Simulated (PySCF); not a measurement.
Excitations are Tamm–Dancoff values on a coarser integration grid. The basis has no diffuse functions, so Rydberg states are missing or too high.

Z-matrix (Å, degrees):
```
Ga
F 1 1.7558
F 1 1.7729 2 119.16
F 1 1.7731 2 119.15 3 154.90
O 1 2.0821 2 108.98 3 -102.63
H 5 0.9823 1 101.92 2 125.64
H 5 0.9824 6 105.45 3 -108.91
```
Charge 0, spin multiplicity 1.

Task: Predict the dipole moment, S1 excitation (TDA), S1 oscillator strength, LUMO and charge on the central atom (Mulliken) from PBE-D3(BJ)/def2-TZVP // PBE-D3(BJ)/def2-SVP (PySCF).

Result: 
```
Property                                 Result
-------------------------------------  --------
dipole moment                            4.26 D
S1 excitation (TDA)                     6.57 eV
S1 oscillator strength                    0.001
LUMO                                   -2.30 eV
charge on the central atom (Mulliken)    0.77 e
```
